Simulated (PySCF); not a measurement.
Diatomics of Se with group 15

PBE0 with double-zeta basis sets in PySCF, for the lowest determinant that a PBE0 search found; no spin–orbit coupling. De refers to high-spin ground-configuration atoms. A positive dipole means M(−)Se(+).

```
 M               basis  state (unpaired electrons)  Re (Å)  ωe (cm⁻¹)  De (eV)  μ (D)
 N  cc-pVDZ-PP/cc-pVDZ               doublet (π ↑)   1.654        984     3.41   2.05
 P            def2-SVP               doublet (π ↑)   2.037        597     3.75  -0.24
As          cc-pVDZ-PP               doublet (π ↑)   2.150        418     3.31  -0.96
Sb            def2-SVP               doublet (π ↑)   2.346        340     3.04  -1.98
Bi            def2-SVP               doublet (π ↑)   2.436        288     2.77  -2.78
```

By what factor does the harmonic wavenumber vary along the series?

At PBE0 it runs from 288 cm⁻¹ (BiSe) to 984 cm⁻¹ (SeN), a factor of 3.42.

The rows differ in basis set, which adds steps of its own.

Down a group the atoms grow and get heavier, so bonds lengthen and wavenumbers fall; this series shows no clear exception.

Spin–orbit coupling is left out, which matters for elements this heavy, above all for dissociation energies. States were picked by a PBE0 search and need not be the measured ground states.
